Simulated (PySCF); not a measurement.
**B(2+) (boron, charge +2) across methods**

[He] 3d1, 2D determinant (an excited configuration). All numbers are calculated (PySCF 2.14, the non-relativistic Hamiltonian (point nucleus), in aug-cc-pV5Z (7s6p5d4f3g2h, 127 functions)).

```json
{"method": "LDA", "E (hartree)": "-22.2628", "mean ε 1s α (eV)": "-219.91", "mean ε 1s β (eV)": "-219.90", "mean ε 3d α (eV)": "-11.647", "Σ⟨r²⟩ (bohr²)": "13.72", "⟨S²⟩": "0.750"}
{"method": "r2SCAN", "E (hartree)": "-22.5556", "mean ε 1s α (eV)": "-225.04", "mean ε 1s β (eV)": "-225.05", "mean ε 3d α (eV)": "-11.894", "Σ⟨r²⟩ (bohr²)": "13.41", "⟨S²⟩": "0.750"}
{"method": "HSE06", "E (hartree)": "-22.5276", "mean ε 1s α (eV)": "-228.88", "mean ε 1s β (eV)": "-228.87", "mean ε 3d α (eV)": "-12.145", "Σ⟨r²⟩ (bohr²)": "13.42", "⟨S²⟩": "0.750"}
{"method": "PBE0", "E (hartree)": "-22.5238", "mean ε 1s α (eV)": "-229.27", "mean ε 1s β (eV)": "-229.26", "mean ε 3d α (eV)": "-12.506", "Σ⟨r²⟩ (bohr²)": "13.41", "⟨S²⟩": "0.750"}
{"method": "MN15", "E (hartree)": "-22.5524", "mean ε 1s α (eV)": "-227.14", "mean ε 1s β (eV)": "-227.13", "mean ε 3d α (eV)": "-12.220", "Σ⟨r²⟩ (bohr²)": "13.85", "⟨S²⟩": "0.750"}
{"method": "wB97X-V", "E (hartree)": "-22.5558", "mean ε 1s α (eV)": "-230.81", "mean ε 1s β (eV)": "-230.79", "mean ε 3d α (eV)": "-14.031", "Σ⟨r²⟩ (bohr²)": "13.28", "⟨S²⟩": "0.750"}
{"method": "PBE", "E (hartree)": "-22.5199", "mean ε 1s α (eV)": "-221.92", "mean ε 1s β (eV)": "-221.90", "mean ε 3d α (eV)": "-12.057", "Σ⟨r²⟩ (bohr²)": "13.16", "⟨S²⟩": "0.750"}
{"method": "UHF", "E (hartree)": "-22.48604", "mean ε 1s α (eV)": "-250.56", "mean ε 1s β (eV)": "-250.55", "mean ε 3d α (eV)": "-13.601", "Σ⟨r²⟩ (bohr²)": "14.36", "⟨S²⟩": "0.750"}
```

The outer electron is Rydberg-like, and this basis confines it to a smaller radius and binds it less than a complete one would.
